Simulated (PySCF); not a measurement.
Species: C₈H₁₁B.
Z-matrix (Å and degrees, PBE0-D3(BJ)/def2-SVP geometry), rows numbered from 1:
```
C 
B   1  1.5770
C   2  1.5772  1  120.96
C   2  1.5737  1  119.53  3  -179.49
C   4  1.4077  2  121.41  1     2.78
C   5  1.3922  4  121.74  2   179.66
C   6  1.3949  5  119.81  4     0.24
C   7  1.3949  6  119.85  5    -0.11
C   8  1.3922  7  119.83  6    -0.15
H   1  1.1057  2  109.47  3   115.78
H   1  1.0990  2  114.08  3    -4.93
H   1  1.1037  2  111.47  3  -128.13
H   3  1.1048  2  110.16  1   120.91
H   3  1.0992  2  114.09  1    -0.61
H   3  1.1043  2  110.80  1  -123.03
H   5  1.0934  4  119.43  2    -0.25
H   6  1.0929  5  120.17  4  -179.86
H   7  1.0934  6  120.08  5   179.87
H   8  1.0931  7  120.02  6   179.97
H   9  1.0931  4  119.43  2     0.19
```

All values: wB97X-D/def2-SVPD (PySCF, non-relativistic), on one gas-phase PBE0-D3(BJ)/def2-SVP geometry that isn't relaxed in the solvent. The solvent is an IEF-PCM continuum (Bondi radii, 1.10 Å for H, scaled by 1.2), and excitations are vertical TDDFT with non-equilibrium linear response and a frozen core. Only the electrostatic response of the medium enters.

Gas-phase singlets (H = HOMO, L = LUMO):

```
state  E (eV)  λ (nm)      f  leading configurations
   S1   5.028     247  0.016    H→L 77%, H-1→L+1 21%
   S2   5.474     226  0.229               H-1→L 90%
   S3   5.785     214  0.000               H-3→L 95%
   S4   5.918     209  0.001               H-2→L 91%
   S5   6.610     188  0.235    H-1→L+1 71%, H→L 22%
```

Give the list for benzene (ε = 2.271), n² = 2.25.

```json
{"state": "S1", "E (eV)": "5.021", "λ (nm)": "247", "f": "0.027", "leading configurations": "H→L 78%, H-1→L+1 19%", "change by rank (eV)": "-0.007"}
{"state": "S2", "E (eV)": "5.407", "λ (nm)": "229", "f": "0.331", "leading configurations": "H-1→L 93%", "change by rank (eV)": "-0.067"}
{"state": "S3", "E (eV)": "5.774", "λ (nm)": "215", "f": "0.000", "leading configurations": "H-3→L 96%", "change by rank (eV)": "-0.011"}
{"state": "S4", "E (eV)": "5.890", "λ (nm)": "211", "f": "0.001", "leading configurations": "H-2→L 91%", "change by rank (eV)": "-0.028"}
{"state": "S5", "E (eV)": "6.491", "λ (nm)": "191", "f": "0.365", "leading configurations": "H-1→L+1 75%, H→L 20%", "change by rank (eV)": "-0.119"}
```

What are the lowest 5 singlets in tetrahydrofuran (ε = 7.426)?

```
state  E (eV)  λ (nm)      f  leading configurations  change by rank (eV)
   S1   5.039     246  0.025    H→L 78%, H-1→L+1 20%               +0.011
   S2   5.437     228  0.312               H-1→L 92%               -0.037
   S3   5.766     215  0.000               H-3→L 96%               -0.019
   S4   5.871     211  0.001               H-2→L 91%               -0.047
   S5   6.524     190  0.347    H-1→L+1 75%, H→L 21%               -0.086
```

How do the frontier levels move from gas to tetrahydrofuran?

| orbital | gas (eV) | solvent (eV) | change (eV) | Löwdin shares, gas | Löwdin shares, solvent |
| --- | --- | --- | --- | --- | --- |
| LUMO+2 | 1.83 | 1.87 | +0.04 | B2 51 %, C3 5 %, C1 5 % | B2 52 %, C3 4 %, C1 4 % |
| LUMO+1 | 1.47 | 1.47 | 0.00 | C8 18 %, C5 18 %, C6 18 %, C9 18 % | C8 18 %, C6 18 %, C5 18 %, C9 18 % |
| LUMO | 0.29 | 0.31 | +0.02 | B2 22 %, C4 15 %, C7 13 %, C9 9 % | B2 21 %, C4 15 %, C7 14 %, C9 9 % |
| HOMO | -9.11 | -9.13 | -0.02 | C6 21 %, C8 20 %, C9 20 %, C5 20 % | C6 21 %, C8 20 %, C9 20 %, C5 20 % |
| HOMO-1 | -9.14 | -9.16 | -0.02 | C4 25 %, C7 23 %, C5 10 %, C8 10 % | C4 25 %, C7 23 %, C5 10 %, C8 10 % |
| HOMO-2 | -10.48 | -10.40 | +0.08 | C3 24 %, C1 22 %, B2 22 %, H12 4 % | C3 23 %, C1 23 %, B2 22 %, H12 4 % |
| HOMO-3 | -10.49 | -10.44 | +0.05 | C4 23 %, B2 22 %, C1 10 %, C3 8 % | C4 23 %, B2 22 %, C1 9 %, C3 9 % |

The HOMO–LUMO gap goes from 9.40 to 9.44 eV. Rows go by rank; for HOMO-3 and HOMO-2 the atom shares or the degeneracy differ between the runs, so the row needn't follow one orbital. Shares within a degenerate set are those of one arbitrary member.

Time: 62 s wall; peak memory 1.4 GiB. Hardware: Arm Neoverse V1, one thread, no GPU, shared host with 32 logical CPUs at a one-minute load of 9.9. This is the whole response run at wB97X-D/def2-SVPD in tetrahydrofuran, SCF included.
